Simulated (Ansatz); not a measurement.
**Nudged elastic band run: CH4BClSSi**

Input file:

```yaml
crystal:
  periodic: [false, false, false]
  atoms:
    - { symbol: B, position_ang: [1.64947, 0.594906, -0.221037] }
    - { symbol: C, position_ang: [0.214489, 0.074319, -0.417269] }
    - { symbol: S, position_ang: [0.580358, 0.13307, -2.03859] }
    - { symbol: Si, position_ang: [-1.375033, -0.532001, 0.390813] }
    - { symbol: Cl, position_ang: [-1.486748, 0.173909, 2.337591] }
    - { symbol: H, position_ang: [2.541051, -0.202238, 0.013787] }
    - { symbol: H, position_ang: [1.832911, 1.791736, -0.088842] }
    - { symbol: H, position_ang: [-1.311829, -2.03178, 0.400904] }
    - { symbol: H, position_ang: [-2.556268, -0.04812, -0.394457] }
magnetization:
  spin_polarized: true
basis:
  gaussian: { orbitals: def2-SVP }
hamiltonian:
  xc: pbe
neb:
  order_check: false
  images: 7
  f_tol: 0.05
  max_iterations: 60
  final_atoms:
    - { symbol: B, position_ang: [1.41065038, 0.9939085, -0.11963197] }
    - { symbol: C, position_ang: [0.54363531, -0.22303893, -0.51927672] }
    - { symbol: S, position_ang: [0.5478772, 1.34821271, -1.60771667] }
    - { symbol: Si, position_ang: [-1.05411993, -0.6683007, 0.36457215] }
    - { symbol: Cl, position_ang: [-1.6351732, 0.95261033, 1.54540954] }
    - { symbol: H, position_ang: [1.04708133, -1.08888735, -0.99802476] }
    - { symbol: H, position_ang: [2.20786953, 1.46512221, 0.64775337] }
    - { symbol: H, position_ang: [-0.80531695, -1.85209763, 1.25745191] }
    - { symbol: H, position_ang: [-2.17410266, -0.97372815, -0.58763683] }
  initial_path:
    images:
      - { positions_ang: [[1.64947, 0.594906, -0.221037], [0.214489, 0.074319, -0.417269], [0.580358, 0.13307, -2.03859], [-1.375033, -0.532001, 0.390813], [-1.486748, 0.173909, 2.337591], [2.541051, -0.202238, 0.013787], [1.832911, 1.791736, -0.088842], [-1.311829, -2.03178, 0.400904], [-2.556268, -0.04812, -0.394457]] }
      - { positions_ang: [[1.67577576, 0.55303479, -0.1310009], [0.22624247, 0.16342442, -0.43525861], [0.40764672, 0.42761985, -1.9252823], [-1.27571352, -0.53737716, 0.37562149], [-1.59493147, 0.26627074, 2.21574997], [2.15908051, -0.3205933, -0.03789391], [2.01757016, 1.63419313, -0.15149521], [-1.0895494, -1.96722616, 0.52178848], [-2.43772021, -0.2655453, -0.44932901]] }
      - { positions_ang: [[1.70208152, 0.51116359, -0.0409648], [0.23799593, 0.25252983, -0.45324822], [0.23493544, 0.7221697, -1.8119746], [-1.17639405, -0.54275331, 0.36042998], [-1.70311494, 0.35863248, 2.09390893], [1.77711001, -0.43894861, -0.08957481], [2.20222932, 1.47665026, -0.21414842], [-0.86726981, -1.90267233, 0.64267296], [-2.31917242, -0.48297061, -0.50420103]] }
      - { positions_ang: [[1.72838727, 0.46929238, 0.0490713], [0.2497494, 0.34163525, -0.47123783], [0.06222416, 1.01671956, -1.6986669], [-1.07707457, -0.54812947, 0.34523847], [-1.81129842, 0.45099422, 1.9720679], [1.39513952, -0.55730391, -0.14125572], [2.38688848, 1.31910739, -0.27680162], [-0.64499021, -1.83811849, 0.76355744], [-2.20062463, -0.70039591, -0.55907304]] }
      - { positions_ang: [[1.75469303, 0.42742117, 0.1391074], [0.26150287, 0.43074066, -0.48922744], [-0.11048713, 1.31126941, -1.5853592], [-0.9777551, -0.55350563, 0.33004696], [-1.91948189, 0.54335596, 1.85022687], [1.01316902, -0.67565922, -0.19293663], [2.57154764, 1.16156451, -0.33945483], [-0.42271062, -1.77356466, 0.88444192], [-2.08207684, -0.91782121, -0.61394506]] }
      - { positions_ang: [[1.66868237, 0.56904301, 0.07442256], [0.33203598, 0.26729576, -0.49673976], [0.05410396, 1.32050523, -1.59094857], [-0.99684631, -0.5822044, 0.33867826], [-1.84840472, 0.64566955, 1.77402254], [1.0216471, -0.77896625, -0.39420866], [2.48062811, 1.23745394, -0.09265278], [-0.5183622, -1.7931979, 0.97769442], [-2.10508329, -0.93179795, -0.607368]] }
      - { positions_ang: [[1.5826717, 0.71066484, 0.00973771], [0.40256909, 0.10385087, -0.50425208], [0.21869504, 1.32974106, -1.59653793], [-1.01593751, -0.61090317, 0.34730956], [-1.77732754, 0.74798315, 1.6978182], [1.03012517, -0.88227328, -0.59548069], [2.38970858, 1.31334336, 0.15414927], [-0.61401378, -1.81283114, 1.07094691], [-2.12808975, -0.94577468, -0.60079095]] }
      - { positions_ang: [[1.49666104, 0.85228667, -0.05494713], [0.4731022, -0.05959403, -0.5117644], [0.38328612, 1.33897689, -1.6021273], [-1.03502872, -0.63960193, 0.35594085], [-1.70625037, 0.85029674, 1.62161387], [1.03860325, -0.98558032, -0.79675273], [2.29878905, 1.38923278, 0.40095132], [-0.70966536, -1.83246439, 1.16419941], [-2.1510962, -0.95975141, -0.59421389]] }
      - { positions_ang: [[1.41065038, 0.9939085, -0.11963197], [0.54363531, -0.22303893, -0.51927672], [0.5478772, 1.34821271, -1.60771667], [-1.05411993, -0.6683007, 0.36457215], [-1.6351732, 0.95261033, 1.54540954], [1.04708133, -1.08888735, -0.99802476], [2.20786953, 1.46512221, 0.64775337], [-0.80531695, -1.85209763, 1.25745191], [-2.17410266, -0.97372815, -0.58763683]] }
```

Run as:

```bash
$ ansatz run input.yaml --threads 2 --pin off --max-ram 3072MiB --backend cpu --events-out ev --progress --plain --runs-dir out
```

Output, in part (warnings, iteration lines, the closing report on the highest movable image, with atoms numbered from 0):

```
NEB end point (image 0): max|allowed force component| = 7.623e-3 eV/Å (the criterion of neb.relax_end_points is 1.000e-2)
NEB end point (image 8): max|allowed force component| = 1.847e-2 eV/Å (the criterion of neb.relax_end_points is 1.000e-2)
NEB iter   1: max|band force component| = 1.523e1 eV/Å  barrier→ = 4.5695 eV  barrier← = 5.6510 eV  Δτ_max = 0.1985 Å  (564 SCF iters)
NEB iter   2: max|band force component| = 6.365e0 eV/Å  barrier→ = 2.8150 eV  barrier← = 3.8966 eV  Δτ_max = 0.2000 Å  (265 SCF iters)
NEB iter   3: max|band force component| = 2.385e0 eV/Å  barrier→ = 1.5991 eV  barrier← = 2.6807 eV  Δτ_max = 0.2000 Å  (269 SCF iters)
NEB iter   4: max|band force component| = 2.255e0 eV/Å  barrier→ = 1.2483 eV  barrier← = 2.3299 eV  Δτ_max = 0.1978 Å  (243 SCF iters)
NEB iter   5: max|band force component| = 1.559e0 eV/Å  barrier→ = 1.0575 eV  barrier← = 2.1390 eV  Δτ_max = 0.1956 Å  (235 SCF iters)
NEB iter   6: max|band force component| = 1.282e0 eV/Å  barrier→ = 0.7107 eV  barrier← = 1.7923 eV  Δτ_max = 0.1979 Å  (229 SCF iters)
NEB iter   7: max|band force component| = 6.952e-1 eV/Å  barrier→ = 0.6340 eV  barrier← = 1.7156 eV  Δτ_max = 0.1769 Å  (231 SCF iters)
NEB iter   8: max|band force component| = 9.671e-1 eV/Å  barrier→ = 0.5004 eV  barrier← = 1.5820 eV  CI = image 4  Δτ_max = 0.2000 Å  (225 SCF iters)
NEB iter   9: max|band force component| = 2.096e0 eV/Å  barrier→ = 0.7995 eV  barrier← = 1.8810 eV  CI = image 4  Δτ_max = 0.1994 Å  (226 SCF iters)
NEB iter  10: max|band force component| = 1.240e0 eV/Å  barrier→ = 0.9921 eV  barrier← = 2.0737 eV  CI = image 4  Δτ_max = 0.1993 Å  (231 SCF iters)
NEB iter  11: max|band force component| = 5.997e-1 eV/Å  barrier→ = 1.0350 eV  barrier← = 2.1165 eV  CI = image 4  Δτ_max = 0.0829 Å  (227 SCF iters)
NEB iter  12: max|band force component| = 2.501e-1 eV/Å  barrier→ = 1.0247 eV  barrier← = 2.1063 eV  CI = image 4  Δτ_max = 0.0903 Å  (224 SCF iters)
NEB iter  13: max|band force component| = 1.856e-1 eV/Å  barrier→ = 1.0188 eV  barrier← = 2.1003 eV  CI = image 4  Δτ_max = 0.0332 Å  (227 SCF iters)
NEB iter  14: max|band force component| = 3.843e-2 eV/Å  barrier→ = 1.0182 eV  barrier← = 2.0997 eV  CI = image 4  Δτ_max = 0.0000 Å  (499 SCF iters)
Total energy: -32985.47423149 eV, -1212.1938196498 hartree
Atom 0 at     1.589262     0.755099    -0.396792 Å, force     0.008691    -0.007332    -0.000702 eV/Å
Atom 1 at     0.213333     0.290612    -0.349537 Å, force    -0.033522     0.029023     0.009229 eV/Å
Atom 2 at     0.311443     1.220424    -1.851811 Å, force     0.008785    -0.010490     0.005669 eV/Å
Atom 3 at    -1.203729    -0.648442     0.460787 Å, force     0.017694    -0.011734     0.008102 eV/Å
Atom 4 at    -1.903141     0.539308     2.011041 Å, force    -0.001405     0.013433    -0.004080 eV/Å
Atom 5 at     1.474660    -0.595126    -0.475222 Å, force    -0.009803    -0.007193    -0.013622 eV/Å
Atom 6 at     2.592241     1.198637     0.096112 Å, force    -0.005100    -0.003492     0.007966 eV/Å
Atom 7 at    -0.677107    -1.939540     1.011868 Å, force     0.010955     0.003240    -0.011983 eV/Å
Atom 8 at    -2.308561    -0.867171    -0.523545 Å, force     0.003705    -0.005455    -0.000579 eV/Å
Dipole moment:    -0.015202    -0.361391     0.098169 e Å
```

It converged. Neighbouring images differ by up to 1.3 eV, so the band resolves the path poorly. A vibrational analysis at the climbing image gives one clearly imaginary mode, 1040i cm⁻¹, and a faint second one (14i cm⁻¹) that may be numerical noise or a soft torsion: probably a first-order saddle point. The orbitals stay closed-shell, which can raise the energy where a bond breaks towards radicals; this wasn't checked here.

Final band (atoms are numbered from 1 in the order of the input):

| image | path coordinate (Å) | energy (kcal/mol) | B1–H6 (Å) | C2–H6 (Å) |
| --- | --- | --- | --- | --- |
| 0 | 0.00 | 0.0 | 1.22 | 2.38 |
| 1 | 0.79 | 0.1 | 1.22 | 2.38 |
| 2 | 1.57 | 0.4 | 1.22 | 2.38 |
| 3 | 2.36 | 3.2 | 1.22 | 2.23 |
| 4 | 3.14 | 23.5 | 1.36 | 1.55 |
| 5 | 3.64 | -6.7 | 1.75 | 1.16 |
| 6 | 4.13 | -20.8 | 2.13 | 1.11 |
| 7 | 4.63 | -24.2 | 2.25 | 1.11 |
| 8 | 5.13 | -24.9 | 2.29 | 1.11 |

Run time: 3.9 min on 2 threads of Intel(R) Xeon(R) Platinum 8488C (Sapphire Rapids), with other jobs on the host, peak memory 0.27 GiB.
